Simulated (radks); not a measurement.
Polarisability of neutral calcium, [Ar] 4s2, at imaginary frequency. Calculated with a radial shooting solver on a logarithmic mesh with Libxc functionals: scalar-relativistic Kohn-Sham, LDA (Slater exchange, VWN5 correlation), spin-polarised, spherical densities, finite nucleus; Fermi nuclear charge, rms radius 3.4776 fm. Response by self-consistent Sternheimer equations with the Hartree and adiabatic LDA kernel, the relativistic mass of each level held fixed and spin-orbit coupling left out.

| w (hartree) | alpha1(iw) (bohr^3) | alpha2(iw) (bohr^5) |
|---|---|---|
| 0.00266 | 146.4 | 3203 |
| 0.0143 | 144.4 | 3141 |
| 0.0360 | 133.8 | 2857 |
| 0.0697 | 108.4 | 2308 |
| 0.118 | 73.70 | 1669 |
| 0.186 | 43.72 | 1088 |
| 0.280 | 24.49 | 644.5 |
| 0.413 | 13.78 | 355.0 |
| 0.605 | 8.002 | 185.5 |
| 0.892 | 4.748 | 92.75 |
| 1.35 | 2.727 | 44.05 |
| 2.12 | 1.400 | 19.26 |
| 3.59 | 0.5959 | 7.235 |
| 6.94 | 0.1954 | 2.047 |
| 17.5 | 0.04145 | 0.3313 |

Static values: alpha1 = 146.5 bohr^3 (21.71 angstrom^3; uncoupled 271.8), alpha2 = 3205 bohr^5, alpha3 = 70890 bohr^7. C6 = 1953, C8 = 215800, triple-dipole C9 = 210000 atomic units. One-pole (London) frequency 4 C6 / (3 alpha1^2) = 0.121 hartree, against 0.142 for minus the highest occupied eigenvalue. Recommended static value: 160.8 bohr^3 (Schwerdtfeger and Nagle, 2023 table).
